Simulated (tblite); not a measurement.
A tight-binding relaxation on `F[Si](F)([S])S[SiH3]` [radical].

Computed with GFN2-xTB geometry optimisation, gas phase (tblite 0.8.0). Start geometry: from a force field or distance geometry. The command runs a driver script over a list of jobs; the input below is this job's line of settings and its coordinates in Å.

Command:
```bash
OMP_NUM_THREADS=1 python probes_run.py task.json out
```

Input:
```
{"job": {"kind": "relax", "xc": "GFN2-xTB", "basis": "xTB"}, "charge": 0, "multiplicity": 2}
F     -1.418200     1.791200     1.228400
Si    -1.548700     0.780800    -0.123800
F     -2.944700     1.178400    -0.914600
S     -1.662100    -1.255300     0.454300
S      0.200700     0.921000    -1.352100
Si     1.578000    -0.593700    -0.773100
H      2.558800     0.035300     0.141000
H      0.929000    -1.739700    -0.107500
H      2.320700    -1.112200    -1.946700
```

Output:
```
step      E/eV     max force
  0    -573.64981    2.211
  1    -573.82841    1.468
  2    -573.92670    1.282
  3    -573.94791    0.644
  4    -573.97877    0.715
  5    -574.00420    0.774
  6    -574.03484    0.697
  7    -574.04766    0.358
  8    -574.05472    0.235
  9    -574.05849    0.231
... (56 lines left out)
 66    -574.16071    0.059
 67    -574.16096    0.047
 68    -574.16108    0.029
 69    -574.16112    0.019
 70    -574.16115    0.019
 71    -574.16121    0.031
 72    -574.16129    0.038
 73    -574.16137    0.029
 74    -574.16141    0.015
 75    -574.16142    0.008
```

«max force» is the largest atomic force in eV/Å.

**Question.** From which step on does the largest force stay under 0.1 eV/Å, and how much energy is left to gain from there?

**Answer.** From step 53 (0.075 eV/Å), 5.0 meV above the end.

Summary of the converged run: energy lowered by 11.8 kcal/mol over 75 steps; largest atomic force 0.008 eV/Å at the end.

**Question.** Where do the atoms end?

**Answer.** 0.616 Å rms from the input after alignment:
```
atom  x, y, z in Å
F1    -0.7227    1.3666    0.9891
Si2   -1.5337    0.5503   -0.1218
F3    -2.5392    1.6683   -0.6400
S4    -2.3617   -1.2242    0.5266
S5    -0.1735    0.1768   -1.7473
Si6    1.6065   -0.5391   -0.7187
H7     2.0099    0.5013    0.2149
H8     1.2162   -1.7754   -0.0565
H9     2.5119   -0.7184   -1.8403
```

On an Arm Neoverse V1 with one thread, no GPU, shared host with 32 logical CPUs at a one-minute load of 21, this took 0.62 s wall.
Labels such as C1 count atoms from 1, the log's own numbers from 0.
